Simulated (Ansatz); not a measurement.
C$_{5}$H$_{12}$Cl$_{2}$Si$_{2}$, SMILES `C[SiH](C)/C=C/[Si](C)(Cl)Cl`, relaxed with RKS PBE0-D4/def2-TZVP in Ansatz 0.2.0 from a PBE-D4/def2-SVP geometry. The force threshold is 0.005 eV/Å; the program also tests the step.

The species carries charge 0 and has multiplicity 1.

Start:

```xyz
21

C     0.148    1.086    2.836
Si    1.032    0.003    1.560
C     2.728    0.733    1.144
C    -0.017   -0.122   -0.008
C    -0.506   -1.283   -0.512
Si   -1.540   -1.381   -2.060
C    -1.874    0.269   -2.872
Cl   -0.571   -2.630   -3.424
Cl   -3.359   -2.288   -1.581
H     0.001    2.115    2.449
H    -0.847    0.672    3.094
H     0.743    1.156    3.770
H     1.189   -1.400    2.091
H     2.627    1.757    0.727
H     3.361    0.796    2.053
H     3.260    0.110    0.397
H    -0.244    0.820   -0.548
H    -0.289   -2.233    0.016
H    -2.499    0.124   -3.775
H    -0.925    0.753   -3.179
H    -2.416    0.943   -2.178
```

```json
{"step": "1", "energy (eV)": "-46167.5114", "largest force (eV/Å)": "0.544", "largest move (Å)": "0.000"}
{"step": "2", "energy (eV)": "-46167.6055", "largest force (eV/Å)": "0.146", "largest move (Å)": "0.046"}
{"step": "3", "energy (eV)": "-46167.6128", "largest force (eV/Å)": "0.057", "largest move (Å)": "0.030"}
{"step": "4", "energy (eV)": "-46167.6132", "largest force (eV/Å)": "0.039", "largest move (Å)": "0.011"}
{"step": "5 (rejected)", "energy (eV)": "-46167.6131", "largest force (eV/Å)": "0.030", "largest move (Å)": "0.009"}
{"step": "6", "energy (eV)": "-46167.6133", "largest force (eV/Å)": "0.005", "largest move (Å)": "0.005"}
{"step": "7", "energy (eV)": "-46167.6134", "largest force (eV/Å)": "0.001", "largest move (Å)": "0.003"}
```

End:

```xyz
21

C     0.144    1.073    2.806
Si    1.018    0.008    1.540
C     2.696    0.724    1.126
C    -0.022   -0.118   -0.012
C    -0.497   -1.269   -0.501
Si   -1.522   -1.367   -2.034
C    -1.847    0.269   -2.834
Cl   -0.572   -2.599   -3.381
Cl   -3.317   -2.256   -1.566
H    -0.008    2.087    2.426
H    -0.833    0.657    3.062
H     0.733    1.145    3.724
H     1.170   -1.382    2.059
H     2.600    1.730    0.709
H     3.320    0.791    2.021
H     3.218    0.103    0.394
H    -0.255    0.804   -0.550
H    -0.274   -2.199    0.023
H    -2.457    0.124   -3.728
H    -0.910    0.746   -3.130
H    -2.386    0.931   -2.153
```

Hardware: 6 threads of an AMD EPYC 7R13 on a shared host and a share of an NVIDIA H100 80 GB. Wall time 22 s, peak host memory 1.1 GiB.
